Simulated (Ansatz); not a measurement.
C2H9NOSi can be A, `OCCN[SiH3]`, or B, `CN[SiH2]OC`.

Isolated molecules relaxed with PBE0-D4/def2-TZVP in Ansatz; ΔE leaves out vibrations. CCSD(T)/CBS adds triple-zeta CCSD(T) − MP2 to the extrapolated MP2 energy (def2 sets, frozen cores). Functionals use def2-TZVPP. B3LYP here is the variant with VWN-RPA as its local correlation; programs differ in this. One conformer a species, not always the lowest.

(1) Which is lower in electronic energy at CCSD(T)/CBS, and by how much? (An estimate is asked.)

(2) Give E(B) − E(A) in kcal/mol with B3LYP-D4, HF/def2-TZVPP, MP2/def2-TZVPP, CCSD(T)/def2-TZVPP, B3LYP, B2PLYP, PBE0-D4. (Estimate.)

Largest T1 diagnostic: 0.011.

## Answers

(1) Computed: B, by 30.8 kcal/mol.

(2) The calculation gave: B3LYP-D4 -31.7, HF/def2-TZVPP -32.9, MP2/def2-TZVPP -31.2, CCSD(T)/def2-TZVPP -30.4, B3LYP -31.5, B2PLYP -31.7, PBE0-D4 -29.3. None reverses the order clearly.

In def2-TZVPP, CCSD(T) changes the Hartree–Fock value by +2.5 kcal/mol (the triples alone add +0.3 kcal/mol) and MP2 by +1.7 kcal/mol.
